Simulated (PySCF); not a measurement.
CH9FN2Si2, SMILES [Si@@H](F)(NC)N[SiH3]. Geometry optimised at PBE-D3(BJ)/def2-SVP. The structure was generated by enumeration; whether it is a known compound was not checked. Other conformers were not sampled.

**Question.** Give the equilibrium geometry at PBE-D3(BJ)/def2-SVP (PySCF confirms it by a frequency run) as bond lengths and angles. (An estimate is asked for; the answer gives what the named calculation found.)

**Answer.** Several could match; the one computed here: 
Atoms: C1 N2 Si3 F4 N5 Si6 H7 H8 H9 H10 H11 H12 H13 H14 H15. Bonded distances (Å): C1–N2 1.452, C1–H7 1.109, C1–H8 1.116, C1–H9 1.113, N2–Si3 1.724, N2–H10 1.023, Si3–F4 1.644, Si3–N5 1.734, Si3–H11 1.498, N5–Si6 1.758, N5–H12 1.027, Si6–H13 1.507, Si6–H14 1.507, Si6–H15 1.501. Angles (°): N2–C1–H7 109.3, N2–C1–H8 113.9, N2–C1–H9 111.8, H7–C1–H8 107.1, H7–C1–H9 106.9, H8–C1–H9 107.4, C1–N2–Si3 126.1, C1–N2–H10 114.7, Si3–N2–H10 117.1, N2–Si3–F4 103.5, N2–Si3–N5 108.1, N2–Si3–H11 119.9, F4–Si3–N5 114.4, F4–Si3–H11 105.1, N5–Si3–H11 106.2, Si3–N5–Si6 129.3, Si3–N5–H12 114.1, Si6–N5–H12 116.3, N5–Si6–H13 112.7, N5–Si6–H14 110.8, N5–Si6–H15 107.2, H13–Si6–H14 107.4, H13–Si6–H15 109.1, H14–Si6–H15 109.5.
